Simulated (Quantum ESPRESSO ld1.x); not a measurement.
Problem. Species: Sb XXXII. Configuration: [Ar] 3d2. All-electron calculation, Dirac Kohn-Sham, LDA (Slater exchange, Perdew-Zunger correlation), spin-unpolarised, spherical densities, point nucleus; open shells are shared between the two j in proportion to 2j + 1. Program: ld1.x of Quantum ESPRESSO 7.5. Some entries of the table are withheld. Estimate them.

orbital,occ.,eigenvalue (eV),<r^2> (bohr^2),<1/r> (bohr^-1)
1s1/2,2,-31757.2,0.001096,54.28
2s1/2,2,-6079.19,(1),12.71
2p1/2,2,-5796.35,0.01289,12.67
2p3/2,4,-5541.74,0.01413,11.77
3s1/2,2,-2158.44,0.1067,4.906
3p1/2,2,(2),0.09909,4.841
3p3/2,4,(3),0.1049,4.614
3d3/2,0.8,-1824.92,0.08161,4.491
3d5/2,1.2,-1811.74,0.08315,4.433

Solution. 
(1) 2s1/2 <r^2> (bohr^2): 0.01740
(2) 3p1/2 eigenvalue (eV): -2051.45
(3) 3p3/2 eigenvalue (eV): -1993.67
